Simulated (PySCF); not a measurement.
P2, charge +1, doublet, at a GFN2-xTB geometry (a state made from the parent by changing its charge; the spin is typed, not shown lowest). Base run: PySCF with HF/6-31G*.

PySCF was given this input:
```python
from pyscf import gto, scf

mol = gto.Mole()
mol.atom = '''
    P    -0.00000000   -0.00000000   -0.98489567
    P     0.00000000    0.00000000    0.98489567
'''
mol.basis = '6-31g*'
mol.charge = 1
mol.spin = 1
mol.verbose = 4
mol.build()

mf = scf.UHF(mol)
mf.kernel()
mo_i, mo_e, stable_i, stable_e = mf.stability(internal=True, external=True, return_status=True, nroots=6, tol=1e-6)
print('internally stable:', stable_i, ' externally stable:', stable_e)
if not stable_i:
    umf = mf.copy()
    umf.scf_summary = {}
    umf.kernel(umf.make_rdm1(mo_i, mf.mo_occ))
mf.analyze()
```

The bond that is stretched is that between atoms 1 and 2. A test that says stable can miss a lower solution.

The base run was repeated with changes; each row names its change, and settings that it needs were set with it.

```csv
change,ΔE vs base (eV),<S^2>,E after following the instability (Eh),<S^2> there,stability test says
base,0.00,0.784,-681.07034,1.97,internal instability
bond × 1.25,1.60,0.754,-681.04936,1.72,internal instability
bond × 1.5,4.70,0.753,-681.02757,2.35,internal instability
bond × 1.8,7.40,0.753,-681.01978,2.64,internal instability
bond × 2.2,9.59,0.753,-681.01517,2.74,internal instability
bond × 3.0,11.41,0.753,-681.01315,2.76,internal instability
```

On stretching, the SCF can end on different states; <S^2> shows the spin contamination of each.
